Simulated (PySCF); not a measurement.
Excitations are Tamm–Dancoff values on a coarser integration grid. The basis has no diffuse functions, so Rydberg states are missing or too high.

Cartesian coordinates (Å):
SMILES: [OH][Ge]([OH])([OH])[Cl]
```xyz
8

O     -1.3916    -0.3412    -1.0219
Ge    -0.0070     0.0250     0.0213
O      1.3675     0.4904    -0.9951
O      0.4236    -1.4332     0.9311
Cl    -0.5066     1.6398     1.3878
H     -1.7298     0.4649    -1.4499
H      2.1101     0.8111    -0.4537
H     -0.2662    -1.6567     1.5804
```
Charge 0, spin multiplicity 1.

Q: What is the computed dipole moment, total energy, LUMO, HOMO–LUMO gap, S1–T1 gap (TDA), S1 excitation (TDA), T1 excitation (TDA) and S1 oscillator strength (PBE-D3(BJ)/def2-TZVP (PySCF 2.14.0))?

A: 
- dipole moment = 1.09 D
- total energy = -2764.2000 Ha
- LUMO = -1.95 eV
- HOMO–LUMO gap = 5.78 eV
- S1–T1 gap (TDA) = 0.37 eV
- S1 excitation (TDA) = 5.95 eV
- T1 excitation (TDA) = 5.59 eV
- S1 oscillator strength = 0.007
